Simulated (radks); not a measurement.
Q: Excited configurations of Sn IV: one electron is placed in a higher orbital outside [Kr] 4d10. The ground configuration is [Kr] 4d10 5s1. All-electron calculation, Dirac Kohn-Sham, PBE, spin-unpolarised, spherical densities, finite nucleus; open shells fill j = l - 1/2 first; Fermi nuclear charge, rms radius 4.6519 fm. Program: a radial shooting solver on a logarithmic mesh with Libxc functionals. Excitation = E - E(ground); binding = E(ion) - E, where the ion is the core of charge +4; n* = 4/sqrt(2 binding) in atomic units, and the quantum defect is n - n*.

| outer orbital | excitation (eV) | binding (eV) | n* | quantum defect | eigenvalue (eV) | <r> (bohr) |
|---|---|---|---|---|---|---|
| 5d3/2 | 20.732 | 20.390 | 3.268 | 1.732 | -17.391 | 3.396 |
| 6d3/2 | 29.011 | 12.110 | 4.240 | 1.760 | -10.644 | 6.206 |
| 6f5/2 | 34.006 | 7.115 | 5.531 | 0.469 | -6.238 | 10.02 |
| 7p1/2 | 30.795 | 10.327 | 4.591 | 2.409 | -9.229 | 7.855 |
| 7d3/2 | 33.110 | 8.012 | 5.213 | 1.787 | -7.139 | 9.720 |
| 7f5/2 | 35.904 | 5.218 | 6.459 | 0.541 | -4.639 | 14.35 |

Estimate the row for 5f5/2.

A: excitation (eV) 30.984; binding (eV) 10.137; n* 4.634; quantum defect 0.366; eigenvalue (eV) -8.652; <r> (bohr) 6.451. The Delta-SCF ionisation energy is 41.122 eV (NIST Atomic Spectra Database: 40.74 eV, measured). Self-interaction in the functional shifts the binding energies and quantum defects, so they are the method's values and not measured ones. Spin polarisation and multiplet splitting are left out, so open shells lie too high by an amount that depends on their filling.

Beside tabulated values, note that spin-unpolarised runs miss the spin-polarisation part of the exchange energy of open shells.
